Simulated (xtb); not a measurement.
C$_{4}$H$_{11}$O$_{2}$Sn, doublet, from a rough starting geometry (GFN-xTB shapes and energies of metal compounds can be far from the true ones) (the spin is typed, not shown lowest); GFN2-xTB in xtb.

Input for xtb:
```
$ xtb mol.xyz --gfn 2 --uhf 1 --opt vtight --json

# file mol.xyz
18

Sn     0.06111991     1.25037117     2.65216403
C     -0.20487433    -0.03847897     0.36799023
C      1.10480103    -0.12055677    -0.42484997
C      0.88109550    -1.05656343    -1.56185844
C     -0.00826669    -0.49444902    -2.65565153
H     -0.62525928    -0.96984854     0.72018608
H     -0.96441505     0.65433717    -0.11956496
H      1.42295461     0.90895485    -0.78143542
H      1.83020032    -0.49993065     0.19867680
H      1.87439589    -1.13698126    -2.06846629
H      0.56275743    -2.01213987    -1.36177181
H      0.28363905     0.50340304    -2.97821149
H     -1.05617141    -0.42798021    -2.28783485
H     -0.04330438    -1.21740792    -3.58061301
O     -1.25724015     2.67561959     2.49011167
H     -2.06515411     2.62469494     3.13823666
O     -0.96517361     0.03752682     3.91260601
H     -0.66240115    -0.80904864     4.24127197
```

Question: What does xtb print? Leave out banner, timings and long lists.

Answer: 
```
   ID    Z sym.   atoms
    1   50 Sn     1
    2    6 C      2-5
    3    1 H      6-14, 16, 18
    4    8 O      15, 17

           -------------------------------------------------
          |                Calculation Setup                |
           -------------------------------------------------

           -------------------------------------------------
          |                 G F N 2 - x T B                 |
           -------------------------------------------------

          ...................................................
          :                      SETUP                      :
          :.................................................:
          :  # basis functions                  45          :
          :  # atomic orbitals                  44          :
          :  # shells                           26          :
          :  # electrons                        43          :
          :  max. iterations                   250          :
          :  Hamiltonian                  GFN2-xTB          :
          :  restarted?                      false          :
          :  GBSA solvation                  false          :
          :  PC potential                    false          :
          :  electronic temp.          300.0000000     K    :
          :  accuracy                    1.0000000          :
          :  -> integral cutoff          0.2500000E+02      :
          :  -> integral neglect         0.1000000E-07      :
          :  -> SCF convergence          0.1000000E-05 Eh   :
          :  -> wf. convergence          0.1000000E-03 e    :
          :  Broyden damping             0.4000000          :
          :  net charge                          0          :
          :  unpaired electrons                  1          :
          ...................................................

 iter      E             dE          RMSdq      gap      omega  full diag
   1    -22.5709462 -0.225709E+02  0.115E+01    2.79       0.0  T
   2    -22.3847956  0.186151E+00  0.148E+01    6.09       1.0  T
   3    -24.4024189 -0.201762E+01  0.648E+00    6.38       1.0  T
   4    -24.4513548 -0.489359E-01  0.559E+00    6.44       1.0  T
   5    -24.5166953 -0.653405E-01  0.416E+00    5.80       1.0  T
   6    -24.5824461 -0.657508E-01  0.131E+00    4.87       1.0  T
   7    -24.5946409 -0.121948E-01  0.788E-01    5.38       1.0  T
   8    -24.5975515 -0.291061E-02  0.438E-01    5.04       1.0  T
   9    -24.5991755 -0.162397E-02  0.133E-01    5.10       1.0  T
  10    -24.5993116 -0.136100E-03  0.383E-02    5.12       1.0  T
  11    -24.5993166 -0.502678E-05  0.291E-02    5.12       1.0  T
  12    -24.5993254 -0.881095E-05  0.638E-03    5.13       3.7  T
  13    -24.5993256 -0.229971E-06  0.208E-03    5.13      11.3  T
  14    -24.5993257 -0.381292E-07  0.453E-04    5.13      52.0  T
  15    -24.5993257 -0.930868E-09  0.311E-04    5.13      75.9  T

   *** convergence criteria satisfied after 15 iterations ***

         :::::::::::::::::::::::::::::::::::::::::::::::::::::
         ::                     SUMMARY                     ::
         :::::::::::::::::::::::::::::::::::::::::::::::::::::
         :: total energy             -24.376809452012 Eh    ::
         :: gradient norm              0.172024432475 Eh/a0 ::
         :: HOMO-LUMO gap              5.127666644553 eV    ::
         ::.................................................::
         :: SCC energy               -24.599315164176 Eh    ::
         :: -> isotropic ES            0.059147012093 Eh    ::
         :: -> anisotropic ES          0.003706633107 Eh    ::
         :: -> anisotropic XC          0.009541342444 Eh    ::
         :: -> dispersion             -0.011137755910 Eh    ::
         :: repulsion energy           0.222505712164 Eh    ::
         :: add. restraining           0.000000000000 Eh    ::
         :: total charge              -0.000000000000 e     ::
         :::::::::::::::::::::::::::::::::::::::::::::::::::::

      -----------------------------------------------------------
     |                   =====================                   |
     |                        A N C O P T                        |
     |                   =====================                   |
     |               Approximate Normal Coordinate               |
     |                Rational Function Optimizer                |
      -----------------------------------------------------------
      -----------------------------------------------------------
     |                   =====================                   |
     |                        A N C O P T                        |
     |                   =====================                   |
     |               Approximate Normal Coordinate               |
     |                Rational Function Optimizer                |
      -----------------------------------------------------------

          ...................................................
          :                      SETUP                      :
          :.................................................:
          :   optimization level         verytight          :
          :   max. optcycles                   360          :
          :   ANC micro-cycles                  20          :
          :   degrees of freedom                48          :
          :.................................................:
          :   RF solver                   davidson          :
          :   write xtbopt.log                true          :
          :   linear?                        false          :
          :   energy convergence         0.1000000E-06 Eh   :
          :   grad. convergence          0.2000000E-03 Eh/α :
          :   maxmium RF displ.          1.0000000          :
          :   Hlow (freq-cutoff)         0.1000000E-01      :
          :   Hmax (freq-cutoff)         5.0000000          :
          :   S6 in model hess.         20.0000000          :
[...]
 * total energy  :   -24.4043463 Eh     change       -0.1736344E-06 Eh
 * total energy  :   -24.4043465 Eh     change       -0.2315663E-06 Eh
 * total energy  :   -24.4043469 Eh     change       -0.3762651E-06 Eh
 * total energy  :   -24.4043473 Eh     change       -0.4270753E-06 Eh
 * total energy  :   -24.4043475 Eh     change       -0.2218094E-06 Eh
 * total energy  :   -24.4043478 Eh     change       -0.2378585E-06 Eh
 * total energy  :   -24.4043480 Eh     change       -0.2880295E-06 Eh
 * total energy  :   -24.4043484 Eh     change       -0.3655900E-06 Eh
 * total energy  :   -24.4043487 Eh     change       -0.3372549E-06 Eh
 * total energy  :   -24.4043489 Eh     change       -0.1841322E-06 Eh
 * total energy  :   -24.4043490 Eh     change       -0.1006553E-06 Eh
 * total energy  :   -24.4043491 Eh     change       -0.8950387E-07 Eh
   *** GEOMETRY OPTIMIZATION CONVERGED AFTER 196 ITERATIONS ***
         :: total energy             -24.404349121494 Eh    ::
[...]

    * Orbital Energies and Occupations

         #    Occupation            Energy/Eh            Energy/eV
      -------------------------------------------------------------
         1        2.0000           -0.8095485             -22.0289
       ...           ...                  ...                  ...
        10        2.0000           -0.5102860             -13.8856
        11        2.0000           -0.5047278             -13.7343
        12        2.0000           -0.4900665             -13.3354
        13        2.0000           -0.4876764             -13.2703
        14        2.0000           -0.4704489             -12.8016
        15        2.0000           -0.4597830             -12.5113
        16        2.0000           -0.4454451             -12.1212
        17        2.0000           -0.4442388             -12.0884
        18        2.0000           -0.4244625             -11.5502
        19        2.0000           -0.4200373             -11.4298
        20        2.0000           -0.4081868             -11.1073
        21        2.0000           -0.3988307             -10.8527
        22        1.0000           -0.3514984              -9.5648 (HOMO)
        23                         -0.1616052              -4.3975 (LUMO)
        24                         -0.1345179              -3.6604
        25                         -0.1062792              -2.8920
        26                         -0.0598487              -1.6286
        27                         -0.0523407              -1.4243
        28                         -0.0168774              -0.4593
        29                          0.0837714               2.2795
        30                          0.1039087               2.8275
        31                          0.1084635               2.9514
        32                          0.1253819               3.4118
        33                          0.1269342               3.4541
       ...                                ...                  ...
        44                          0.4567865              12.4298
      -------------------------------------------------------------
                  HL-Gap            0.1898933 Eh            5.1673 eV
             Fermi-level           -0.3158582 Eh           -8.5949 eV

     #   Z          covCN         q      C6AA      α(0)
     1  50 Sn       2.115     0.446   432.885    44.368
     2   6 C        3.428    -0.099    25.599     7.725
     3   6 C        3.802    -0.052    21.506     6.602
     4   6 C        3.801    -0.049    21.459     6.595
     5   6 C        3.751    -0.106    22.584     6.777
     6   1 H        0.925     0.063     2.163     2.300
     7   1 H        0.925     0.059     2.214     2.327
     8   1 H        0.924     0.042     2.425     2.435
     9   1 H        0.924     0.046     2.369     2.407
    10   1 H        0.924     0.041     2.439     2.442
    11   1 H        0.924     0.041     2.439     2.442
    12   1 H        0.925     0.039     2.463     2.454
    13   1 H        0.925     0.041     2.433     2.439
    14   1 H        0.925     0.040     2.443     2.444
    15   8 O        1.565    -0.554    24.151     6.631
    16   1 H        0.811     0.298     0.727     1.339
    17   8 O        1.559    -0.570    24.525     6.682
    18   1 H        0.807     0.275     0.802     1.406

 Mol. C6AA /au·bohr⁶  :       4166.311907
 Mol. C8AA /au·bohr⁸  :     183402.434911
 Mol. α(0) /au        :        109.817049

Wiberg/Mayer (AO) data.
largest (>0.10) Wiberg bond orders for each atom

 ---------------------------------------------------------------------------
     #   Z sym  total        # sym  WBO       # sym  WBO       # sym  WBO
 ---------------------------------------------------------------------------
     1  50 Sn   2.639 --    15 O    1.093    17 O    1.056     2 C    0.392
     2   6 C    3.625 --     3 C    1.082     7 H    0.969     6 H    0.965
                             1 Sn   0.392
     3   6 C    3.997 --     2 C    1.082     8 H    0.972     9 H    0.961
                             4 C    0.951
     4   6 C    3.978 --     5 C    1.022    11 H    0.978    10 H    0.974
                             3 C    0.951
     5   6 C    3.994 --     4 C    1.022    12 H    0.987    13 H    0.987
                            14 H    0.985
     6   1 H    0.996 --     2 C    0.965
     7   1 H    0.997 --     2 C    0.969
     8   1 H    0.998 --     3 C    0.972
     9   1 H    0.998 --     3 C    0.961
    10   1 H    0.996 --     4 C    0.974
    11   1 H    0.998 --     4 C    0.978
    12   1 H    0.998 --     5 C    0.987
    13   1 H    0.998 --     5 C    0.987
    14   1 H    0.997 --     5 C    0.985
    15   8 O    2.097 --     1 Sn   1.093    16 H    0.890
    16   1 H    0.911 --    15 O    0.890
    17   8 O    2.070 --     1 Sn   1.056    18 H    0.905
    18   1 H    0.925 --    17 O    0.905
 ---------------------------------------------------------------------------

Topologies differ in total number of bonds
Writing topology from bond orders to xtbtopo.mol

molecular dipole:
                 x           y           z       tot (Debye)
 q only:        1.061      -0.868      -0.929
   full:        1.521      -1.032      -0.925       5.231
molecular quadrupole (traceless):
                xx          xy          yy          xz          yz          zz
 q only:        3.907       2.961      -2.016       7.396      -4.584      -1.891
  q+dip:        5.174       4.962      -2.893      10.598      -6.066      -2.281
   full:        4.591       5.225      -3.312      11.433      -5.338      -1.280

optimized geometry written to: xtbopt.xyz

           -------------------------------------------------
          | TOTAL ENERGY              -24.404349121494 Eh   |
          | GRADIENT NORM               0.000025193054 Eh/α |
          | HOMO-LUMO GAP               5.167259036297 eV   |
           -------------------------------------------------

normal termination of xtb
```
